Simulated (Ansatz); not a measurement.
Species: chloro-difluoro-methylsilane, CH$_{3}$ClF$_{2}$Si, net charge 0, singlet state. 
Geometry from a B3LYP-D3(BJ)/def2-TZVP (Ansatz, an electronic-structure program) optimisation:
```
Si
F 1 1.5879
F 1 1.5879 2 106.57
C 1 1.8366 2 110.91 3 -120.83
H 4 1.0906 1 110.47 2 179.12
H 4 1.0906 5 108.44 1 -121.19
H 4 1.0915 5 108.60 6 -117.85
Cl 1 2.0400 2 107.80 3 115.51
```
Charge 0, spin multiplicity 1.

Wanted: vertical triplet-singlet gap (E(triplet) - E(singlet); each state is the SCF solution reached for its spin), in kcal/mol. Correlated levels leave the core frozen unless marked. UHF or UKS for open shells. Spin-orbit coupling is left out. No relativistic terms. CBS(X,Y): correlation extrapolated as X^-3; Hartree-Fock from the larger set.

```tsv
level	program	vertical triplet-singlet gap (kcal/mol)
HF/aug-cc-pV(D+d)Z	Ansatz	194.0
HF/aug-cc-pV(T+d)Z	Ansatz	192.3
HF/aug-cc-pV(Q+d)Z	Ansatz	191.7
SVWN5/def2-TZVPD	Ansatz	177.9
PBE/def2-TZVPD	Ansatz	176.9
r2SCAN/def2-TZVPD	Ansatz	188.5
B3LYP/def2-TZVPD	Ansatz	187.0
PBE0/def2-TZVPD	Ansatz	189.9
BHLYP/def2-TZVPD	Ansatz	197.3
CAM-B3LYP/def2-TZVPD	Ansatz	195.3
wB97M-V/def2-TZVPD	Ansatz	198.6
wB97X-V/def2-TZVPD	Ansatz	202.7
B2PLYP/def2-TZVPD	Ansatz	195.5
MP2/aug-cc-pV(D+d)Z	Ansatz	203.6
RI-MP2/aug-cc-pV(T+d)Z	Ansatz	206.4
RI-MP2/aug-cc-pV(Q+d)Z	Ansatz	208.3
RI-MP2/CBS(aug-cc-pV(T+d)Z,aug-cc-pV(Q+d)Z)	Ansatz	210.2
SCS-MP2/aug-cc-pV(D+d)Z	Ansatz	204.6
CCSD/aug-cc-pV(D+d)Z	Ansatz	198.1
CCSD(T)/aug-cc-pV(D+d)Z	Ansatz	196.9
```
